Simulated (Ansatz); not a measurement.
F$_{3}$GeH$_{3}$OSi (`[F][Ge]([F])([F])[O][SiH3]`), relaxed with RKS PBE-D4/def2-SVP in Ansatz from a rough embedded geometry. The force threshold is 0.03 eV/Å; the program also tests the step.

Charge 0, multiplicity 1.

Start:

```xyz
9

F    -2.984    0.597   -0.446
Ge   -1.296   -0.092   -0.433
F    -1.311   -1.729    0.223
F    -0.771   -0.159   -2.051
O    -0.254    0.952    0.556
Si    1.324    0.243    0.532
H     1.793    0.213   -0.851
H     1.250   -1.120    1.109
H     2.250    1.095    1.360
```

(1) How much energy does the relaxation release, and in how many steps? (Best estimate.)

(2) Which bonds change most? (An estimate is asked.)

(3) Give the relaxed structure. (An estimate is asked.)

Results:

(1) The calculation gave: 39.53 kJ/mol, in 7 steps.

(2) The calculation gave: F1–Ge2 from 1.823 to 1.723 Å; Si6–H7 from 1.461 to 1.502 Å; Ge2–O5 from 1.776 to 1.740 Å; Ge2–F3 from 1.764 to 1.729 Å.

(3) Ansatz gave: 
```xyz
9

F    -2.905    0.749   -0.246
Ge   -1.451   -0.138   -0.506
F    -1.706   -1.765    0.019
F    -1.148   -0.190   -2.207
O    -0.150    0.625    0.361
Si    1.493    0.249    0.591
H     2.195    0.198   -0.736
H     1.622   -1.077    1.284
H     2.049    1.348    1.442
```
